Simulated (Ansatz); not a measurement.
Molecule: sum formula BNH (charge 0, doublet). It need not be the lowest isomer of its formula. SMILES: [N]=B
Geometry: optimised at B3LYP-D3(BJ)/def2-TZVP (Ansatz, a quantum-chemistry and plane-wave program).

Wanted: vertical ionisation energy (to the triplet state of charge +1; each state is the SCF solution reached for its spin), in eV. Correlated levels leave the core frozen unless marked. UHF or UKS for open shells. No spin-orbit coupling. Non-relativistic. CBS(X,Y): correlation extrapolated as X^-3; Hartree-Fock from the larger set.

```tsv
level	program	vertical ionisation energy (eV)
CAM-B3LYP/def2-TZVPD	Ansatz	11.42
wB97M-V/def2-TZVPD	Ansatz	[?]
CCSD/def2-SVPD	Ansatz	[?]
CCSD/def2-QZVPPD	Ansatz	11.22
CCSD(T)/CBS(aug-cc-pVTZ,aug-cc-pVQZ)	Ansatz	11.44
```

Some entries are withheld; supply them.


- wB97M-V/def2-TZVPD, vertical ionisation energy (eV): 11.25
- CCSD/def2-SVPD, vertical ionisation energy (eV): 11.13
